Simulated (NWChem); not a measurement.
System: ammonium (NH₄ cation); SMILES [NH4+]

NWChem input:

```
start job
memory heap 200 mb stack 900 mb global 1100 mb
charge 1
geometry units angstroms noautosym nocenter noautoz
  N      0.000000     0.000000     0.000000
  H     -0.590962    -0.590962    -0.590962
  H      0.590962     0.590962    -0.590962
  H     -0.590962     0.590962     0.590962
  H      0.590962    -0.590962     0.590962
end
basis spherical
  N library def2-tzvp
  H library def2-tzvp
end
dft
  xc xpbe96 cpbe96
  iterations 150
end
property
  response 1 0.0
end
task dft property
```

All runs use the structure optimised with PBE0-D3(BJ)/def2-TZVP.

Static field.

**Question.** Predict the main results of this run. (PBE/def2-TZVP.) Quantities: basis functions; isotropic polarisability (bohr³); anisotropy (bohr³).

**Answer.** 
```json
{
 "number_of_basis_functions": "55",
 "isotropic polarisability (bohr³)": "8.3",
 "anisotropy (bohr³)": "0.0"
}
```
